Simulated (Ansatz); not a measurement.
A ladder of methods for BH2Br− (SMILES [BH2-]Br)

BH2Br−: 4 atoms, total charge -1, spin state doublet. SMILES: `[BH2-]Br`. Geometry: relaxed at GFN2-xTB.

```xyz
4

B    -0.3806    0.1488    0.0018
Br    1.5401    0.5809    0.6615
H    -0.7702   -0.8617    0.5475
H    -0.3893    0.1320   -1.2108
```

Each level gives the energy change with the B1–H3 bond stretched from 1.213 to 1.516 Å (eV). The values are calculated.

```json
{"level": "UHF/STO-3G", "kind": "Hartree–Fock", "program": "Ansatz", "value (eV)": "1.19", "less CCSD(T)/STO-3G": "+0.29", "CPU time (all runs)": "0.35 s"}
{"level": "UBLYP/STO-3G", "kind": "GGA", "program": "Ansatz", "value (eV)": "0.84", "less CCSD(T)/STO-3G": "-0.06", "CPU time (all runs)": "3.5 s"}
{"level": "UPBE/STO-3G", "kind": "GGA", "program": "Ansatz", "value (eV)": "0.88", "less CCSD(T)/STO-3G": "-0.02", "CPU time (all runs)": "3.5 s"}
{"level": "U-r2SCAN/STO-3G", "kind": "meta-GGA", "program": "Ansatz", "value (eV)": "0.96", "less CCSD(T)/STO-3G": "+0.06", "CPU time (all runs)": "9.9 s"}
{"level": "UB3LYP/STO-3G", "kind": "global hybrid", "program": "Ansatz", "value (eV)": "0.94", "less CCSD(T)/STO-3G": "+0.04", "CPU time (all runs)": "3.7 s"}
{"level": "UB2PLYP/STO-3G", "kind": "double hybrid", "program": "Ansatz", "value (eV)": "0.99", "less CCSD(T)/STO-3G": "+0.09", "CPU time (all runs)": "4 s"}
{"level": "RPA@PBE/STO-3G", "kind": "RPA", "program": "Ansatz", "value (eV)": "0.83", "less CCSD(T)/STO-3G": "-0.07", "CPU time (all runs)": "4.1 s"}
{"level": "UMP2/STO-3G", "kind": "perturbation theory", "program": "Ansatz", "value (eV)": "1.02", "less CCSD(T)/STO-3G": "+0.12", "CPU time (all runs)": "0.36 s"}
{"level": "UCCSD(T)/STO-3G", "kind": "coupled cluster or CI", "program": "Ansatz", "value (eV)": "0.90", "less CCSD(T)/STO-3G": "0.00", "CPU time (all runs)": "0.73 s"}
{"level": "UCCSD/STO-3G", "kind": "coupled cluster or CI", "program": "Ansatz", "value (eV)": "0.91", "less CCSD(T)/STO-3G": "+0.01", "CPU time (all runs)": "0.7 s"}
```

Differences are taken from UCCSD(T)/STO-3G for orientation; it has basis-set and higher-order errors of its own. All-electron rows without a relativistic Hamiltonian named are non-relativistic. Sets without diffuse functions describe the anion poorly. The first shape isn't each level's own minimum. The values span 0.83 to 1.19 eV. All rows use very small basis sets, so none should be taken for the real molecule's value. In the correlated wave-function rows the outer d shell of Br is correlated, in sets not made for it. In so small a basis fixed costs decide the times, and correlated methods can beat functionals. CPU times are rough (shared hosts, several kinds of processor and program).
